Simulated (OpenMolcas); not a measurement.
**GeSiH6O (SMILES [OH][GeH2][SiH3]): methods side by side**

GeSiH6O has 9 atoms, charge 0, and is taken as a singlet. As SMILES, `[OH][GeH2][SiH3]`. The coordinates come from a PBE0-D4/def2-TZVP relaxation. This is one conformer, not always the lowest.

```xyz
9

O    -1.6654    1.0032   -0.8548
Ge    0.0863    0.8996   -0.4955
Si    0.5258   -1.0107    0.8704
H    -1.9734    0.2679   -1.3890
H     0.8737    0.8321   -1.8244
H     0.3881    2.2267    0.2159
H     1.9860   -1.1328    1.1284
H     0.0601   -2.2362    0.1663
H    -0.1928   -0.8961    2.1658
```

Quantity: the energy change with the O1–H4 bond stretched from 0.960 to 2.111 Å, in eV. The values are calculated.

```csv
level,kind,program,value (eV),CPU time (all runs)
HF/cc-pVDZ (unrestricted),Hartree–Fock,OpenMolcas,3.61,26 s
BLYP/cc-pVDZ (restricted),GGA,OpenMolcas,4.60,94 s
PBE/cc-pVDZ (restricted),GGA,OpenMolcas,4.77,90 s
M06-L/cc-pVDZ (restricted),meta-GGA,OpenMolcas,5.13,2.2 min
r2SCAN/cc-pVDZ (restricted),meta-GGA,OpenMolcas,5.15,2.5 min
M06-2X/cc-pVDZ (restricted),hybrid meta-GGA,OpenMolcas,5.76,1.8 min
PBE0/cc-pVDZ (restricted),global hybrid,OpenMolcas,5.44,78 s
B2PLYP/cc-pVDZ (restricted),double hybrid,OpenMolcas,5.11,71 s
```

All-electron rows without a relativistic Hamiltonian named are non-relativistic. The first shape isn't each level's own minimum. The values span 3.61 to 5.76 eV. Spin contamination of the reference (⟨S²⟩ at least 0.1 too high) touches HF/cc-pVDZ. Times are those of the runs behind each value, whatever else they computed, on shared processors of several kinds: orders of magnitude only.
